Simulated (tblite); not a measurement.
C₃H₁₁NO₂Si₂.
SMILES with atom numbers: `[CH2:1]=[N:2][CH2:3][SiH2:4][Si@H:5]([OH:6])[O:7][CH3:8]` (hydrogens: H9, H10 on C1; H11, H12 on C3; H13, H14 on Si4; H15 on Si5; H16 on O6; H17, H18, H19 on C8)

Structure used (GFN2-xTB), in Å, numbered top down from 1:
```xyz
19
C3H11NO2Si2 angstrom
C      3.0595   -0.1354    1.1401
N      2.0264   -0.6812    0.6809
C      1.9014   -0.9761   -0.7004
Si     0.5995    0.2604   -1.4311
Si    -0.9746    0.5106    0.2091
O     -0.7734   -0.6019    1.3811
O     -2.3822    0.2583   -0.5551
C     -3.6505    0.1343    0.0157
H      3.0915    0.1088    2.1915
H      3.9421    0.1084    0.5419
H      2.8564   -0.9265   -1.2394
H      1.4991   -1.9866   -0.7874
H      0.2909   -0.2835   -2.7610
H      1.3564    1.5015   -1.6675
H     -1.0134    1.8169    0.8905
H      0.1282   -0.8505    1.6044
H     -4.3524   -0.1352   -0.7745
H     -3.6529   -0.6390    0.7857
H     -3.9617    1.0789    0.4681
```

Computed values, GFN2-xTB/tblite, gas phase, harmonic and unscaled. Against measured fundamentals such values can be off by several per cent, at times by over 20. Modes of hydrogen on silicon can be 10 to 20 % off. One conformer, not necessarily the lowest.

Harmonic wavenumbers (cm⁻¹): 30.5, 63.9, 83.8, 99.9, 103.2, 112.6, 139.1, 170.5, 236.9, 282.8, 300.3, 402.8, 432.3, 470.2, 494.9, 562.1, 613.1, 652.3, 699.7, 730.1, 761.9, 771.1, 788.4, 817.4, 882.2, 901.7, 954.1, 1028.6, 1118.1, 1129.3, 1134.1, 1151.3, 1179.2, 1245.2, 1413.5, 1422.8, 1460.8, 1482.4, 1490.7, 1724.2, 2134.4, 2177.2, 2203.0, 2874.0, 2898.9, 2951.1, 2964.4, 2972.7, 2986.8, 3073.9, 3497.7.

A = 2786, B = 789.8, C = 671.9 MHz; mass 149.033 u (most abundant isotopes); point group C1, symmetry number 1.

What is the zero-point energy?

½Σν̃ = 30136 cm⁻¹ = 86.16 kcal/mol.

Give the ideal-gas entropy at 200 K and 1 bar in the rigid-rotor, harmonic-oscillator model (classical rotation).

Translation 38.95, rotation 28.57, vibration 28.21: S = 95.7 cal/(mol K).

And Cp and H(200 K) − H(0)?

Cp = 34.67 cal/(mol K), of which vibrations give 26.72 (their classical limit is 51 R = 101.3); H(200 K) − H(0) = 4.52 kcal/mol without the zero-point energy, 2.93 from vibrations.

Which modes carry the vibrational entropy at 200 K?

30.5 cm⁻¹: 5.01; 63.9 cm⁻¹: 3.55; 83.8 cm⁻¹: 3.02; 99.9 cm⁻¹: 2.69; 103.2 cm⁻¹: 2.62; 112.6 cm⁻¹: 2.46 cal/(mol K); the other 45 give 8.86 together.

How do the functions run with temperature in this model?

| T (K) | S (cal/(mol K)) | Cp (cal/(mol K)) | H − H(0) (kcal/mol) | G − H(0) (kcal/mol) | ln q(vib) |
| --- | --- | --- | --- | --- | --- |
| 100 | 75.9 | 23.7 | 1.60 | -5.99 | 2.96 |
| 300 | 111.8 | 45.3 | 8.53 | -25.02 | 10.37 |
| 500 | 139.2 | 62.3 | 19.40 | -50.22 | 16.90 |
| 800 | 172.3 | 78.2 | 40.70 | -97.16 | 25.59 |
| 1000 | 190.6 | 85.1 | 57.07 | -133.48 | 30.75 |

q(vib) and H(0) count from the zero-point level.

Hindered rotation and anharmonicity are outside this model. Other conformers, if any are populated, would add a mixing term that is left out. The structure is chiral; the term R ln 2 for an equal mix with its mirror image is left out.
